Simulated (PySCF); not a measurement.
Computed IR spectrum (relative IR intensity) of a molecule C3H3Cl2F. Coordinates come from a B3LYP-D3(BJ)/def2-SVP optimisation. The values are those of a single conformer. Computed with B3LYP-D3(BJ)/def2-SVP in PySCF. Frequencies are harmonic and unscaled.

Lines under 2 % of the strongest are left out, and lines within 2 cm⁻¹ are merged.

| ν (cm⁻¹) | relative intensity |
|---|---|
| 169 | 4.3 |
| 211 | 3.5 |
| 264 | 4.8 |
| 449 | 5.1 |
| 471 | 10 |
| 557 | 52 |
| 760 | 100 |
| 815 | 34 |
| 937 | 36 |
| 988 | 13 |
| 1035 | 42 |
| 1079 | 94 |
| 1108 | 40 |
| 1184 | 89 |
| 1258 | 39 |
| 1383 | 24 |
| 1459 | 90 |
| 3167 | 8.9 |
| 3239 | 2.3 |

**Question.** Which structure fits?
A) F[C@@H]1CC1(Cl)Cl
B) CC(F)=C(Cl)Cl
C) C/C(Cl)=C(\F)Cl

**Answer.** A, F[C@@H]1CC1(Cl)Cl
